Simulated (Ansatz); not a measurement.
`C[SiH2][SiH](F)F` + H₂O → `O[SiH](F)F` + `C[SiH3]` at 400 K and 1 bar (formal hydrolysis of the Si–Si bond).

Computed with Ansatz on PBE0-D4/def2-TZVP structures; ΔE is electronic, products minus reactants. CBS: MP2 limit from def2 TZ/QZ plus the TZ coupled-cluster correction, frozen cores. This one scheme is used for every species. Each species was taken in one conformer, which may not be the lowest.

| species | CCSD(T)/CBS energy (Eh) | H − E (kJ/mol) | S (J/(mol·K)) |
| --- | --- | --- | --- |
| `C[SiH2][SiH](F)F` | -819.54558 | 217.5 | 410.3 |
| H₂O | -76.37941 | 69.8 | 198.6 |
| `O[SiH](F)F` | -565.23707 | 100.0 | 320.8 |
| `C[SiH3]` | -330.73916 | 180.9 | 277.1 |

H − E and S are ideal-gas, rigid-rotor, harmonic terms from PBE0-D4/def2-TZVP, for one conformer and one mirror image of each species. 1 Eh = 2625.50 kJ/mol, R = 8.31446 J/(mol·K).

Task: By hand: ΔE, ΔH, ΔS and ΔG.

Result: ΔE = (-565.23707) + (-330.73916) − (-819.54558) − (-76.37941) = -0.05124 Eh = -134.5 kJ/mol. Δ(H − E) = 100.0 + 180.9 − 217.5 − 69.8 = -6.4, so ΔH = -140.9 kJ/mol. ΔS = 320.8 + 277.1 − 410.3 − 198.6 = -11.0 J/(mol·K). ΔG = -140.9 − 400 × (-11.0)/1000 = -136.5 kJ/mol.

Task: By hand: the equilibrium constant, and the temperature at which ΔG would vanish if ΔH and ΔS stayed fixed.

Result: log₁₀ K = −ΔG/(RT ln 10) = 17.8. ΔG = 0 at ΔH/ΔS = 12809 K, far beyond where these terms or the molecules hold.

The number of gas molecules stays the same, so ΔS is small and ΔH decides. A doubt of 5 kJ/mol in ΔE shifts log₁₀ K by 0.7 here. Other conformers and mirror images would add mixing entropy, several J/(mol·K) or more a flexible species. Modes under 60 cm⁻¹, often nearly free rotors, make the harmonic entropy too high. These are equilibria of isolated gas molecules and say nothing of rates. Largest T1 diagnostic: 0.012 (customary marks: 0.02 for closed shells, 0.045 for open ones).
